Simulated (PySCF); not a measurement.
CH6O2S2Si (SMILES CO[Si](O)(S)S), singlet, at a GFN2-xTB geometry, with bond 11-5 at 1.8 times its length; PySCF with CASSCF(8,7)/STO-3G.

Input for PySCF:
```python
from pyscf import gto, scf, mcscf
import numpy

mol = gto.M(
    atom='''
C     2.27858865    1.09423595   -0.00766024
O     1.06805365    0.94941428    0.68299512
Si   -0.21721386    0.04142982    0.32899387
O    -1.17250282    0.00589387    1.62160991
S    -1.35303120    0.88466481   -1.30708449
S     0.41776429   -1.96476080   -0.08119065
H     2.70248488    0.11790893   -0.24934711
H     2.96211921    1.63828973    0.64286219
H     2.12635607    1.65941640   -0.93012138
H    -1.42237764    0.80961997    2.07095912
H     0.34755259    0.67294616   -2.96594228
H    -0.79099408   -2.49864100   -0.09007151
''',
    basis='sto-3g',
    verbose=4,
)

mf = scf.RHF(mol)
mf.kernel()
mc = mcscf.CASSCF(mf, 7, 8)
mc.fix_spin_(ss=0.0)
mc.kernel()
occ = numpy.linalg.eigvalsh(mc.fcisolver.make_rdm1(mc.ci, mc.ncas, mc.nelecas))[::-1]
ss = mc.fcisolver.spin_square(mc.ci, mc.ncas, mc.nelecas)[0]
print('natural occupations', occ.round(4), ' <S^2>', round(ss, 4))
```

Q: What does PySCF print? Leave out banner, timings and long lists.

A: 
```
PySCF version 2.14.0

[INPUT] verbose = 4
[INPUT] num. atoms = 12
[INPUT] num. electrons = 74
[INPUT] charge = 0
[INPUT] spin (= nelec alpha-beta = 2S) = 0
[INPUT] symmetry False subgroup None
[INPUT] Mole.unit = angstrom
[INPUT] Symbol           X                Y                Z      unit          X                Y                Z       unit  Magmom
[...]
nuclear repulsion = 470.615177240378
number of shells = 30
number of NR pGTOs = 144
number of NR cGTOs = 48
basis = sto-3g
ecp = {}

******** <class 'pyscf.scf.hf.RHF'> ********
method = RHF
initial guess = minao
damping factor = 0
level_shift factor = 0
DIIS = <class 'pyscf.scf.diis.CDIIS'>
diis_start_cycle = 1
diis_space = 8
diis_damp = 0
SCF conv_tol = 1e-09
SCF conv_tol_grad = None
SCF max_cycles = 50
direct_scf = True
direct_scf_tol = 1e-13
Set gradient conv threshold to 3.16228e-05
Initial guess from minao.
init E= -1260.48270570325
[...]
cycle= 1 E= -1260.13178664291  delta_E= 0.351  |g|= 0.685  |ddm|= 4.28
[...]
cycle= 2 E= -1260.3232912967  delta_E= -0.192  |g|= 0.299  |ddm|= 1.86
[...]
cycle= 3 E= -1260.37480828451  delta_E= -0.0515  |g|= 0.0802  |ddm|= 0.813
[...]
cycle= 4 E= -1260.37884696049  delta_E= -0.00404  |g|= 0.0179  |ddm|= 0.198
[...]
cycle= 5 E= -1260.37905481374  delta_E= -0.000208  |g|= 0.00291  |ddm|= 0.0467
[...]
cycle= 6 E= -1260.37906316875  delta_E= -8.36e-06  |g|= 0.00101  |ddm|= 0.00933
[...]
cycle= 7 E= -1260.37906487125  delta_E= -1.7e-06  |g|= 0.000429  |ddm|= 0.00448
[...]
cycle= 8 E= -1260.37906531685  delta_E= -4.46e-07  |g|= 0.000175  |ddm|= 0.00265
[...]
cycle= 9 E= -1260.37906540246  delta_E= -8.56e-08  |g|= 4.33e-05  |ddm|= 0.00147
[...]
cycle= 10 E= -1260.3790654068  delta_E= -4.34e-09  |g|= 2.11e-05  |ddm|= 0.000283
[...]
cycle= 11 E= -1260.37906540818  delta_E= -1.38e-09  |g|= 1.28e-05  |ddm|= 0.000149
[...]
cycle= 12 E= -1260.37906540891  delta_E= -7.3e-10  |g|= 6.85e-06  |ddm|= 0.000132
[...]
Extra cycle  E= -1260.37906540902  delta_E= -1.03e-10  |g|= 5.25e-06  |ddm|= 2.9e-05
converged SCF energy = -1260.37906540902

******** <class 'pyscf.mcscf.mc1step.CASSCF'> ********
CAS (4e+4e, 7o), ncore = 33, nvir = 8
max_cycle_macro = 50
max_cycle_micro = 4
conv_tol = 1e-07
conv_tol_grad = None
orbital rotation max_stepsize = 0.02
orbital rotation threshold for CI restart = 0.01
augmented hessian ah_max_cycle = 30
augmented hessian ah_conv_tol = 1e-12
augmented hessian ah_linear dependence = 1e-14
augmented hessian ah_level shift = 1e-08
[...]
CASCI E = -1260.49926343464  S^2 = 0.0000000
[...]
               |grad[o]|=0.000869  |grad[c]|=0.00138  |ddm|=0.00144  |maxRot[o]|=0.0178
macro iter  35 ( 18 JK    4 micro), CASSCF E = -1260.52531378443  dE =  7.37744222e-06  S^2 = 0.0000000
               |grad[o]|=0.00021  |grad[c]|=0.00273  |ddm|=0.00123  |maxRot[o]|=0.0299
macro iter  36 ( 22 JK    4 micro), CASSCF E = -1260.52532029112  dE = -6.50669040e-06  S^2 = 0.0000000
               |grad[o]|=0.000552  |grad[c]|=0.000994  |ddm|=0.000504  |maxRot[o]|=0.0411
macro iter  37 ( 17 JK    4 micro), CASSCF E = -1260.52530276763  dE =  1.75234927e-05  S^2 = 0.0000000
               |grad[o]|=0.000291  |grad[c]|=0.00165  |ddm|=0.00105  |maxRot[o]|=0.0398
macro iter  38 ( 25 JK    4 micro), CASSCF E = -1260.52530642988  dE = -3.66225231e-06  S^2 = 0.0000000
               |grad[o]|=0.000335  |grad[c]|=0.000288  |ddm|=8.58e-05  |maxRot[o]|=0.0135
macro iter  39 (  7 JK    2 micro), CASSCF E = -1260.52531592095  dE = -9.49107175e-06  S^2 = 0.0000000
               |grad[o]|=0.000261  |grad[c]|=0.000255  |ddm|=0.000875  |maxRot[o]|=0.0184
macro iter  40 (  6 JK    2 micro), CASSCF E = -1260.52532250667  dE = -6.58571571e-06  S^2 = 0.0000000
               |grad[o]|=0.000332  |grad[c]|=0.000536  |ddm|=0.000713  |maxRot[o]|=0.0284
macro iter  41 (  7 JK    1 micro), CASSCF E = -1260.52532323212  dE = -7.25446625e-07  S^2 = 0.0000000
               |grad[o]|=9.71e-05  |grad[c]|=0.000295  |ddm|=8.02e-05  |maxRot[o]|=0.00794
macro iter  42 (  7 JK    1 micro), CASSCF E = -1260.52532338771  dE = -1.55587941e-07  S^2 = 0.0000000
               |grad[o]|=9.13e-05  |grad[c]|=0.00022  |ddm|=0.000121  |maxRot[o]|=0.00313
macro iter  43 (  6 JK    1 micro), CASSCF E = -1260.52532374483  dE = -3.57122872e-07  S^2 = 0.0000000
               |grad[o]|=9.8e-05  |grad[c]|=0.000376  |ddm|=0.000229  |maxRot[o]|=0.00518
macro iter  44 (  4 JK    1 micro), CASSCF E = -1260.52532383918  dE = -9.43500709e-08  S^2 = 0.0000000
               |grad[o]|=5.74e-05  |grad[c]|=0.000141  |ddm|=0.000111  |maxRot[o]|=0.00166
1-step CASSCF converged in  44 macro (659 JK 139 micro) steps
CASSCF canonicalization
Density matrix diagonal elements [1.97878362 1.96756057 1.90725269 1.62487165 0.46843427 0.0345477
 0.0185495 ]
CASSCF energy = -1260.52532383918
CASCI E = -1260.52532383918  E(CI) = -10.9214096523831  S^2 = 0.0000000
natural occupations [1.9978 1.9789 1.9705 1.5336 0.4668 0.0343 0.0182]  <S^2> 0.0
```
